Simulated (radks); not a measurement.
Species: Ga+. Configuration: [Ar] 3d10 4s2 (the NIST ground configuration). Method: Dirac Kohn-Sham, PBE, spin-unpolarised, spherical densities, finite nucleus; Fermi nuclear charge, rms radius 3.9973 fm; computed with a radial shooting solver on a logarithmic mesh with Libxc functionals.

Unscreened Slater integrals over Kohn-Sham orbitals (hartree). Large and small components are both included.

integral            value
F0(4s1/2,4s1/2)   0.40735
F0(4s1/2,3d5/2)   0.51926
G2(4s1/2,3d5/2)  0.054409
F0(4s1/2,3d3/2)   0.51968
G2(4s1/2,3d3/2)  0.053542
F0(4s1/2,3p3/2)   0.52767
G1(4s1/2,3p3/2)  0.029699
F0(3d5/2,3d5/2)    1.1526
F2(3d5/2,3d5/2)   0.52902
F4(3d5/2,3d5/2)   0.32835
F0(3d5/2,3d3/2)    1.1569
F2(3d5/2,3d3/2)   0.53104
G2(3d5/2,3d3/2)   0.53034
G4(3d5/2,3d3/2)   0.32921
F0(3d5/2,3p3/2)    1.2288
F2(3d5/2,3p3/2)   0.57695
G1(3d5/2,3p3/2)   0.70982
G3(3d5/2,3p3/2)   0.43126
F0(3d3/2,3d3/2)    1.1612
F2(3d3/2,3d3/2)   0.53309
F0(3d3/2,3p3/2)    1.2335
F2(3d3/2,3p3/2)   0.57923
G1(3d3/2,3p3/2)   0.71197
G3(3d3/2,3p3/2)   0.43268
F0(3p3/2,3p3/2)    1.3246
F2(3p3/2,3p3/2)   0.66062
